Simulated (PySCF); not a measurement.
## Energy of Ta⁻ (tantalum, charge -1) between two integer charges

The 5d alpha orbital of [Xe] 4f14 5d4 6s2 is emptied in steps (occupation f), with all orbitals relaxed, ending at [Xe] 4f14 5d3 6s2. Calculation: PySCF 2.14, in aug-cc-pVTZ-PP with ECP60MDF (6s6p5d3f2g, 88 functions); a scalar-relativistic core potential. The exact energy is a straight line in f; departures are measured from the line between the end points of the same method.

```json
{"f": "1", "PBE0 (eV)": "0.000", "r2SCAN (eV)": "0.000"}
{"f": "0.9", "PBE0 (eV)": "-0.148", "r2SCAN (eV)": "-0.219"}
{"f": "0.7", "PBE0 (eV)": "-0.362", "r2SCAN (eV)": "-0.534"}
{"f": "0.5", "PBE0 (eV)": "-0.448", "r2SCAN (eV)": "-0.660"}
{"f": "0.3", "PBE0 (eV)": "-0.388", "r2SCAN (eV)": "-0.572"}
{"f": "0.1", "PBE0 (eV)": "-0.170", "r2SCAN (eV)": "-0.252"}
{"f": "0", "PBE0 (eV)": "0.000", "r2SCAN (eV)": "0.000"}
```

| method | E(f=0) − E(f=1) (eV) | −ε at f=1 (eV) | −ε at f=0.5 (eV) |
| --- | --- | --- | --- |
| PBE0 | 0.486 | -1.110 | 0.408 |
| r2SCAN | 0.591 | -1.788 | 0.480 |

Orbital energy along the path (eV):

| f | PBE0 | r2SCAN |
| --- | --- | --- |
| 1 | 1.110 | 1.788 |
| 0.9 | 0.868 | 1.410 |
| 0.7 | 0.282 | 0.534 |
| 0.5 | -0.408 | -0.480 |
| 0.3 | -1.172 | -1.597 |
| 0.1 | -1.984 | -2.799 |
| 0 | -2.395 | -3.409 |

At f = 1 the orbital energy is positive for PBE0, r2SCAN: only the finite basis holds the electron.

Reference removal energy between the ground levels: 0.329 eV (measured; photodetachment measurements, as compiled on the Wikipedia data page of electron affinities). The calculation has no spin-orbit coupling. The determinant left behind need not be the lowest term of the ion.
